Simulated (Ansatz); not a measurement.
ClFMoS$_{2}$ (`[F][Mo](=[S])(=[S])[Cl]`), relaxed with RKS PBE-D4/def2-SVP in the Gaussian-basis code of Ansatz from a rough embedded geometry. The force threshold is 0.03 eV/Å; the program also tests the step.

Charge 0, multiplicity 1. Mo takes the def2 core potential.

Start:

```xyz
5

F    -1.804    0.932   -0.132
Mo   -0.061   -0.001    0.050
S     1.079    1.060    1.347
S    -0.282   -1.842    0.803
Cl    1.067   -0.148   -2.068
```

Question: By how much does the energy fall, and how many steps does the optimiser take? (Best estimate.)

Answer: Ansatz gave: 65.96 kJ/mol, in 5 steps, 1 of them rejected.

Question: Which bonds change most? (Best estimate.)

Answer: Ansatz gave: Mo2–Cl5 from 2.403 to 2.258 Å; F1–Mo2 from 1.985 to 1.847 Å; Mo2–S4 from 2.002 to 2.118 Å; Mo2–S3 from 2.027 to 2.118 Å.

Question: Give the relaxed structure. (Estimate.)

Answer: Computed: 
```xyz
5

F    -1.730    0.865   -0.145
Mo   -0.082    0.041   -0.009
S     1.134    1.127    1.344
S    -0.336   -1.906    0.784
Cl    1.014   -0.127   -1.975
```
